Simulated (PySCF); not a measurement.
# Broadened absorption spectrum of C6H10O

C₆H₁₀O.
SMILES: `OCC1CC=CC1`

Method: TDDFT B3LYP/def2-SVPD, vertical, gas phase, core orbitals frozen in the response in PySCF 2.14.0, density-fitted response routines. Geometry: GFN2-xTB, one conformer, isolated molecule.

Computed states:

| state | E (eV) | f |
| --- | --- | --- |
| S1 | 6.30 | 0.0007 |
| S2 | 6.61 | 0.0042 |
| S3 | 6.74 | 0.0053 |
| S4 | 6.91 | 0.156 |
| S5 | 7.11 | 0.014 |
| S6 | 7.22 | 0.0092 |
| S7 | 7.26 | 0.039 |
| S8 | 7.55 | 0.016 |

Broadening: Gaussians 0.25 eV wide at half height, area fixed by f = 4.319×10⁻⁹ ∫ε dν̃. The cross-section is σ = 3.8235×10⁻²¹ ε cm², given in Mb (10⁻¹⁸ cm²). The width is an assumption, not a result. The curve ends short of the highest state used, and states not computed would add to its high-energy end.

Q: Give the broadened spectrum and its maxima.

A: 
```json
{"E (eV)": "5.93", "σ (Mb)": "0.00"}
{"E (eV)": "5.94", "σ (Mb)": "0.00"}
{"E (eV)": "5.96", "σ (Mb)": "0.00"}
{"E (eV)": "5.98", "σ (Mb)": "0.00"}
{"E (eV)": "6.00", "σ (Mb)": "0.01"}
{"E (eV)": "6.02", "σ (Mb)": "0.01"}
{"E (eV)": "6.04", "σ (Mb)": "0.01"}
{"E (eV)": "6.06", "σ (Mb)": "0.02"}
{"E (eV)": "6.08", "σ (Mb)": "0.03"}
{"E (eV)": "6.09", "σ (Mb)": "0.04"}
{"E (eV)": "6.11", "σ (Mb)": "0.06"}
{"E (eV)": "6.13", "σ (Mb)": "0.08"}
{"E (eV)": "6.15", "σ (Mb)": "0.10"}
{"E (eV)": "6.17", "σ (Mb)": "0.13"}
{"E (eV)": "6.19", "σ (Mb)": "0.17"}
{"E (eV)": "6.21", "σ (Mb)": "0.20"}
{"E (eV)": "6.22", "σ (Mb)": "0.22"}
{"E (eV)": "6.24", "σ (Mb)": "0.25"}
{"E (eV)": "6.26", "σ (Mb)": "0.27"}
{"E (eV)": "6.28", "σ (Mb)": "0.30"}
{"E (eV)": "6.30", "σ (Mb)": "0.31"}
{"E (eV)": "6.32", "σ (Mb)": "0.32"}
{"E (eV)": "6.34", "σ (Mb)": "0.34"}
{"E (eV)": "6.36", "σ (Mb)": "0.35"}
{"E (eV)": "6.37", "σ (Mb)": "0.37"}
{"E (eV)": "6.39", "σ (Mb)": "0.41"}
{"E (eV)": "6.41", "σ (Mb)": "0.47"}
{"E (eV)": "6.43", "σ (Mb)": "0.57"}
{"E (eV)": "6.45", "σ (Mb)": "0.70"}
{"E (eV)": "6.47", "σ (Mb)": "0.88"}
{"E (eV)": "6.49", "σ (Mb)": "1.11"}
{"E (eV)": "6.50", "σ (Mb)": "1.24"}
{"E (eV)": "6.52", "σ (Mb)": "1.55"}
{"E (eV)": "6.54", "σ (Mb)": "1.92"}
{"E (eV)": "6.56", "σ (Mb)": "2.35"}
{"E (eV)": "6.58", "σ (Mb)": "2.89"}
{"E (eV)": "6.60", "σ (Mb)": "3.58"}
{"E (eV)": "6.62", "σ (Mb)": "4.49"}
{"E (eV)": "6.64", "σ (Mb)": "5.71"}
{"E (eV)": "6.65", "σ (Mb)": "6.48"}
{"E (eV)": "6.67", "σ (Mb)": "8.44"}
{"E (eV)": "6.69", "σ (Mb)": "11.06"}
{"E (eV)": "6.71", "σ (Mb)": "14.51"}
{"E (eV)": "6.73", "σ (Mb)": "18.87"}
{"E (eV)": "6.75", "σ (Mb)": "24.17"}
{"E (eV)": "6.77", "σ (Mb)": "30.33"}
{"E (eV)": "6.78", "σ (Mb)": "33.67"}
{"E (eV)": "6.80", "σ (Mb)": "40.65"}
{"E (eV)": "6.82", "σ (Mb)": "47.69"}
{"E (eV)": "6.84", "σ (Mb)": "54.26"}
{"E (eV)": "6.86", "σ (Mb)": "59.80"}
{"E (eV)": "6.88", "σ (Mb)": "63.81"}
{"E (eV)": "6.90", "σ (Mb)": "65.91"}
{"E (eV)": "6.92", "σ (Mb)": "65.93"}
{"E (eV)": "6.93", "σ (Mb)": "65.15"}
{"E (eV)": "6.95", "σ (Mb)": "62.18"}
```

Maxima: 179 nm (6.91 eV), ε about 17000, made up of S4 (97%) (ε in L mol⁻¹ cm⁻¹; maxima over ε = 5, shares over 10%).

Q: On this curve, what absorbance would a 10⁻⁴ mol/L sample give at 193 nm over a 1 cm path?

A: 193 nm is 6.424 eV, where ε is about 140 L mol⁻¹ cm⁻¹, so A = ε c l ≈ 0.014 (Beer–Lambert, with the gas-phase spectrum and the assumed width).

Q: Coming from long wavelengths, where does ε first pass 100 L mol⁻¹ cm⁻¹?

A: At about 194 nm (6.38 eV), 0.08 eV above S1.

Q: What would ε be at 6.91 eV, the highest of these maxima, with half the width (0.125 eV)?

A: About 33700 L mol⁻¹ cm⁻¹ against 17300, a factor of about 1.9; a lone state at its own centre would give exactly 2.
